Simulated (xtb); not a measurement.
C₂H₅BeBr, SMILES C[CH2][Be][Br]. All values are semi-empirical tight-binding results from xtb (GFN2-xTB unless named), good for trends rather than for accurate numbers. Geometry: GFN2-xTB. The structure was generated by enumeration; whether it is a known compound was not checked. One conformer was computed; it need not be the lowest.

For metal compounds this method's bond lengths and energies can be far off.

**Question.** Estimate the properties. (Estimate from the structure and the level; the computed values follow.)

**Answer.** 
```
Property                                       Value
-------------------------------------  -------------
point group as xtb finds it                       Cs
orbital gap                                  5.18 eV
zero-point energy                      41.4 kcal/mol
G − E(el) at 298.15 K (modified RRHO)  22.1 kcal/mol
```
